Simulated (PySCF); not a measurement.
# TbS at BHandHLYP

Level: BHandHLYP. PySCF, spin-free X2C with a Gaussian nucleus, basis sets Tb x2c-SVPall, S x2c-SVPall.

| Quantity | Value |
| --- | --- |
| state | octet, about 8.1 electrons in the 4f shell (Mulliken), real f orbitals that mix terms |
| bond length | 2.294 Å |
| harmonic wavenumber | 478 cm⁻¹ |
| force constant | 3.58 mdyn/Å |
| rotational constant Be | 0.1203 cm⁻¹ |
| anharmonicity ωexe | 0.873 cm⁻¹ |
| vibration–rotation constant αe | 0.000315 cm⁻¹ |
| well depth De to Tb (4f9 6s2) + S | 523 kJ/mol |
| dissociation energy D0 | 520 kJ/mol |
| bond order (Mayer) | 2.45 |
| dipole moment (positive dipole means Tb(−)S(+)) | -6.81 D |

These are scalar-relativistic numbers at best; spin–orbit coupling would shift them, the dissociation energy most. With d or f electrons several states lie close, and the lowest PBE0 determinant need not be the measured ground state.
